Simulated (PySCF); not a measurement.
Electron affinity of Mo by level of theory

Mo⁻ [Kr] 4d5 5s2 (6S) → Mo [Kr] 4d5 5s1 (7S), as a difference of total energies. Calculation: PySCF 2.14, in aug-cc-pVDZ-PP with ECP28MDF (5s5p4d2f, 54 functions); scalar relativity through the core potential. Correlated levels: valence: 4s2 4p6 frozen. The calculations carry no spin-orbit coupling.

| method | electron affinity (eV) |
| --- | --- |
| UHF | -0.312 |
| MP2 (valence) | 0.158 |
| SCS-MP2 (valence) | 0.257 |
| CCSD (valence) | 0.489 |
| CCSD(T) (valence) | 0.577 |

Errors of the correlated levels include the incompleteness of this basis and the frozen core.

A negative affinity means that the anion lies above the atom at that level of theory.

The coupled-cluster amplitudes are large for Mo⁻ (T1 above 0.03 or a double amplitude above 0.15), so a single reference is strained.

**Question.** Which method comes closest to the reference value, and which is furthest?

**Answer.** The reference is 0.747 eV (measured; photodetachment measurements, as compiled on the Wikipedia data page of electron affinities). Closest: CCSD(T) (valence) (error -0.170 eV); furthest: UHF (error -1.059 eV).
